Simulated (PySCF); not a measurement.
Simulated absorption spectrum

Compound: hexylamine, C6H15N.
Atom-mapped SMILES: `[CH3:1][CH2:2][CH2:3][CH2:4][CH2:5][CH2:6][NH2:7]` (hydrogens: H8, H9, H10 on C1; H11, H12 on C2; H13, H14 on C3; H15, H16 on C4; H17, H18 on C5; H19, H20 on C6; H21, H22 on N7)

Computed, not measured: PySCF, TDDFT PBE0/def2-SVPD, vertical, gas phase, core orbitals frozen in the response. One conformer (not necessarily the lowest) at the GFN2-xTB geometry, without solvent, vibrations or thermal averaging.

Broadening: Gaussians 0.3 eV wide at half height, area fixed by f = 4.319×10⁻⁹ ∫ε dν̃. The cross-section is σ = 3.8235×10⁻²¹ ε cm², given in Mb (10⁻¹⁸ cm²). The width is an assumption, not a result. The curve ends short of the highest state used, and states not computed would add to its high-energy end.

```json
{"E (eV)": "5.75", "σ (Mb)": "0.01"}
{"E (eV)": "5.79", "σ (Mb)": "0.01"}
{"E (eV)": "5.83", "σ (Mb)": "0.04"}
{"E (eV)": "5.87", "σ (Mb)": "0.09"}
{"E (eV)": "5.90", "σ (Mb)": "0.17"}
{"E (eV)": "5.94", "σ (Mb)": "0.34"}
{"E (eV)": "5.98", "σ (Mb)": "0.62"}
{"E (eV)": "6.01", "σ (Mb)": "0.91"}
{"E (eV)": "6.05", "σ (Mb)": "1.39"}
{"E (eV)": "6.09", "σ (Mb)": "1.94"}
{"E (eV)": "6.13", "σ (Mb)": "2.44"}
{"E (eV)": "6.16", "σ (Mb)": "2.72"}
{"E (eV)": "6.20", "σ (Mb)": "2.89"}
{"E (eV)": "6.24", "σ (Mb)": "2.78"}
{"E (eV)": "6.28", "σ (Mb)": "2.42"}
{"E (eV)": "6.31", "σ (Mb)": "2.04"}
{"E (eV)": "6.35", "σ (Mb)": "1.50"}
{"E (eV)": "6.39", "σ (Mb)": "0.99"}
{"E (eV)": "6.43", "σ (Mb)": "0.60"}
{"E (eV)": "6.46", "σ (Mb)": "0.38"}
{"E (eV)": "6.50", "σ (Mb)": "0.19"}
{"E (eV)": "6.54", "σ (Mb)": "0.09"}
{"E (eV)": "6.57", "σ (Mb)": "0.05"}
{"E (eV)": "6.61", "σ (Mb)": "0.02"}
{"E (eV)": "6.65", "σ (Mb)": "0.01"}
{"E (eV)": "6.69", "σ (Mb)": "0.01"}
{"E (eV)": "6.72", "σ (Mb)": "0.01"}
{"E (eV)": "6.76", "σ (Mb)": "0.04"}
{"E (eV)": "6.80", "σ (Mb)": "0.10"}
{"E (eV)": "6.84", "σ (Mb)": "0.25"}
{"E (eV)": "6.87", "σ (Mb)": "0.46"}
{"E (eV)": "6.91", "σ (Mb)": "0.97"}
{"E (eV)": "6.95", "σ (Mb)": "1.87"}
{"E (eV)": "6.98", "σ (Mb)": "2.89"}
{"E (eV)": "7.02", "σ (Mb)": "4.77"}
{"E (eV)": "7.06", "σ (Mb)": "7.19"}
{"E (eV)": "7.10", "σ (Mb)": "9.89"}
{"E (eV)": "7.13", "σ (Mb)": "11.81"}
{"E (eV)": "7.17", "σ (Mb)": "13.78"}
{"E (eV)": "7.21", "σ (Mb)": "14.65"}
{"E (eV)": "7.25", "σ (Mb)": "14.16"}
{"E (eV)": "7.28", "σ (Mb)": "12.98"}
{"E (eV)": "7.32", "σ (Mb)": "10.64"}
{"E (eV)": "7.36", "σ (Mb)": "7.95"}
```

(1) Where are the band maxima, and which computed states make them?

(2) On this curve, what absorbance would a 10⁻⁵ mol/L sample give at 193 nm over a 1 cm path?

(3) Coming from long wavelengths, where does ε first pass 100 L mol⁻¹ cm⁻¹?

Results:

(1) 200 nm (6.20 eV), ε about 760, made up of S1 (100%); 172 nm (7.22 eV), ε about 3800, made up of S3 (22%) and S4 (77%) (ε in L mol⁻¹ cm⁻¹; maxima over ε = 5, shares over 10%). The states used: S1 6.20 eV (f 0.0084); S2 7.06 eV (f 0.0003); S3 7.17 eV (f 0.010); S4 7.23 eV (f 0.033); S5 7.67 eV (f 0.0034); S6 7.96 eV (f 0.016).

(2) 193 nm is 6.424 eV, where ε is about 170 L mol⁻¹ cm⁻¹, so A = ε c l ≈ 0.0017 (Beer–Lambert, with the gas-phase spectrum and the assumed width).

(3) At about 208 nm (5.95 eV), 0.26 eV below S1.
